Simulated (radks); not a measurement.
Task: These are the eigenvalues of the occupied orbitals of an atom or ion with whole-number occupations (hartree). Calculated with a radial shooting solver on a logarithmic mesh with Libxc functionals: scalar-relativistic Kohn-Sham, exchange-only LDA, spin-polarised, spherical densities, point nucleus.

| orbital | eigenvalue |
|---|---|
| 1s up | -566.8371 |
| 1s down | -566.8308 |
| 2s up | -89.05392 |
| 2s down | -88.72553 |
| 2p up | -80.75024 |
| 2p down | -80.49843 |
| 3s up | -24.50170 |
| 3s down | -24.06189 |
| 3p up | -21.81836 |
| 3p down | -21.37561 |
| 3d up | -17.56103 |

Which element is it, and in what charge state? The configuration may be excited. Open shells, if any, are filled with parallel spins first.

Result: Z = 37, rubidium, charge +14: Rb14+ in [Ar] 3d5. The list shows which subshells hold electrons but not how many an open one holds; the 1s level, -566.84 hartree, gives Z - s = 33.7 by -(Z - s)^2/2, which with screening and relativity narrows Z to a few neighbours, and the depths of the outer levels then fix element, charge and occupations together.
